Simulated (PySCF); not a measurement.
ClZn (SMILES [Cl][Zn]), doublet, geometry from GFN2-xTB (such geometries of metal compounds can be far from the true shape) (the spin is typed, not shown lowest), with bond 2-1 at 1.25 times its length; B3LYP/cc-pVDZ (PySCF).

Here is a job for PySCF.
```python
from pyscf import gto, scf, dft

mol = gto.M(
    atom='''
Zn   -0.00000000   -0.00000000   -0.79897282
Cl    0.00000000    0.00000000    1.96218326
''',
    basis='cc-pvdz',
    spin=1,
    verbose=4,
)

mf = dft.UKS(mol)
mf.xc = 'b3lyp'
mf.kernel()
mo_i, mo_e, stable_i, stable_e = mf.stability(internal=True, external=False, return_status=True, nroots=6, tol=1e-6)
print('internally stable:', stable_i, ' externally stable:', stable_e)
if not stable_i:
    umf = mf.copy()
    umf.scf_summary = {}
    umf.kernel(umf.make_rdm1(mo_i, mf.mo_occ))
```

It wrote (shortened):

```
PySCF version 2.14.0

[INPUT] verbose = 4
[INPUT] num. atoms = 2
[INPUT] num. electrons = 47
[INPUT] charge = 0
[INPUT] spin (= nelec alpha-beta = 2S) = 1
[INPUT] symmetry False subgroup None
[INPUT] Mole.unit = angstrom
[INPUT] Symbol           X                Y                Z      unit          X                Y                Z       unit  Magmom
[INPUT]  1 Zn     0.000000000000   0.000000000000  -0.798972820000 AA    0.000000000000   0.000000000000  -1.509839810771 Bohr   0.0
[INPUT]  2 Cl     0.000000000000   0.000000000000   1.962183260000 AA    0.000000000000   0.000000000000   3.707988967606 Bohr   0.0

nuclear repulsion = 97.7418044289622
number of shells = 12
number of NR pGTOs = 163
number of NR cGTOs = 61
basis = cc-pvdz
ecp = {}

******** <class 'pyscf.dft.uks.UKS'> ********
method = UKS
initial guess = minao
damping factor = 0
level_shift factor = 0
DIIS = <class 'pyscf.scf.diis.CDIIS'>
diis_start_cycle = 1
diis_space = 8
diis_damp = 0
SCF conv_tol = 1e-09
SCF conv_tol_grad = None
SCF max_cycles = 50
direct_scf = True
direct_scf_tol = 1e-13
number electrons alpha = 24  beta = 23
XC library pyscf.dft.libxc version 7.1.2
    S. Lehtola, C. Steigemann, M. J. T. Oliveira, and M. A. L. Marques,  SoftwareX 7, 1–5 (2018)
XC functionals = b3lyp
    P. J. Stephens, F. J. Devlin, C. F. Chabalowski, and M. J. Frisch,  J. Phys. Chem. 98, 11623 (1994)
radial grids:
    Treutler-Ahlrichs [JCP 102, 346 (1995); DOI:10.1063/1.469408] (M4) radial grids

becke partition: Becke, JCP 88, 2547 (1988); DOI:10.1063/1.454033
pruning grids: <function nwchem_prune>
grids dens level: 3
symmetrized grids: False
atomic radii adjust function: <function treutler_atomic_radii_adjust>
small_rho_cutoff = 0
Set gradient conv threshold to 3.16228e-05
tot grids = 39520
init E= -2239.22254768368

cycle= 1 E= -2239.5713255443  delta_E= -0.349  |g|= 0.51  |ddm|= 0.934

cycle= 2 E= -2237.51056740274  delta_E= 2.06  |g|= 1.88  |ddm|= 1.82
cycle= 3 E= -2239.66792791124  delta_E= -2.16  |g|= 0.318  |ddm|= 1.57
cycle= 4 E= -2239.65747019836  delta_E= 0.0105  |g|= 0.219  |ddm|= 0.53
cycle= 5 E= -2239.69369256393  delta_E= -0.0362  |g|= 0.046  |ddm|= 0.212
cycle= 6 E= -2239.69550989221  delta_E= -0.00182  |g|= 0.00681  |ddm|= 0.0659
cycle= 7 E= -2239.695538419  delta_E= -2.85e-05  |g|= 0.00197  |ddm|= 0.0109
cycle= 8 E= -2239.69554303078  delta_E= -4.61e-06  |g|= 0.000976  |ddm|= 0.00596
cycle= 9 E= -2239.69554370463  delta_E= -6.74e-07  |g|= 0.000234  |ddm|= 0.00171
cycle= 10 E= -2239.69554374363  delta_E= -3.9e-08  |g|= 8.11e-05  |ddm|= 0.000282
cycle= 11 E= -2239.69554375066  delta_E= -7.03e-09  |g|= 1.1e-05  |ddm|= 0.000211
cycle= 12 E= -2239.69554375079  delta_E= -1.3e-10  |g|= 2.08e-06  |ddm|= 3.17e-05
Extra cycle  E= -2239.69554375078  delta_E= 4.09e-12  |g|= 2.58e-06  |ddm|= 7.05e-06
converged SCF energy = -2239.69554375078  <S^2> = 0.75713  2S+1 = 2.0071173
uhf_internal: lowest eigs of H = [0.06726438 0.06726439 0.20934834 0.31581543 0.3158156  0.36883774]
<class 'pyscf.dft.uks.UKS'> wavefunction is stable in the internal stability analysis
internally stable: True  externally stable: None
```
